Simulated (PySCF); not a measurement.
C₇H₁₀N₂O.
Numbering: `[CH3:1]/[N:2]=[CH:3]\[C@@H:4]1[CH:5]=[CH:6][C@@H:7]1[NH:8][CH:9]=[O:10]`

Geometry (GFN2-xTB, Å), atoms numbered from 1 in this order:
```
atom  x, y, z in Å
C1     0.6290   -2.3467    0.3180
N2     1.6533   -1.3454    0.3162
C3     1.5525   -0.2647   -0.3121
C4     0.4024    0.2299   -1.1448
C5     0.5498    1.6114   -1.7220
C6    -0.4195    2.1502   -0.9881
C7    -0.7898    0.8534   -0.3157
N8    -0.6938    0.8002    1.1156
C9    -1.5248    0.0452    1.8612
O10   -2.4473   -0.6005    1.4331
H11   -0.3691   -1.9915    0.0484
H12    0.6001   -2.7831    1.3166
H13    0.9283   -3.1347   -0.3762
H14    2.3996    0.4103   -0.2311
H15    0.0886   -0.5435   -1.8505
H16    1.2183    1.9871   -2.4743
H17   -0.8378    3.1347   -0.8915
H18   -1.7688    0.4481   -0.5850
H19    0.0966    1.2561    1.5433
H20   -1.2728    0.0944    2.9359
```

NICS is the negative of the GIAO shielding at a point without a nucleus: at the ring centre (0) and 1 Å above and below it (1); zz is the component along the ring normal. Level: GIAO PBE0/pcSseg-1 (PySCF, non-relativistic, gas phase) on the GFN2-xTB geometry, one conformer.

Ring bond lengths (Å), with Mayer bond orders in brackets: C4–C5 1.504 (1.02), C5–C6 1.330 (1.79), C6–C7 1.507 (1.01), C7–C4 1.580 (0.94).

Task: Give the NICS values of each ring in ppm.

Result: 
| ring | type | NICS(0) | NICS(1), two faces | NICS(1)zz, two faces | rms pucker (Å) | centre to ring atoms, mean (Å) |
| --- | --- | --- | --- | --- | --- | --- |
| C4–C5–C6–C7 | 4-membered carbocycle; formal bonds 1 double, 3 single | 0.7 | -3.0 / -1.8 | -0.9 / 3.4 | 0.01 | 1.05 |

Task: What do they say, and how far can they be read as aromaticity?

Result: 
- C4–C5–C6–C7: mean NICS(1)zz 1.2 ppm, near zero. C4, C7 have four or more neighbours, so the value isn't read as a sign of a π ring current. The two faces differ by 4.3 ppm, so no symmetry operation interchanges them.

Task: At the first NICS(1) probe listed for ring C4–C5–C6–C7, 1 Å off the ring, what do the in-plane components average?

Result: The isotropic value is a third of the trace: (3 × -3.0 − (-0.9))/2 = -4.0 ppm.

Time: 47 s of wall time; peak memory 1.0 GiB. Hardware: an Intel Xeon with one thread, no GPU, shared host with 64 logical CPUs at a one-minute load of 64. This is the whole shielding run at PBE0/pcSseg-1, SCF included.
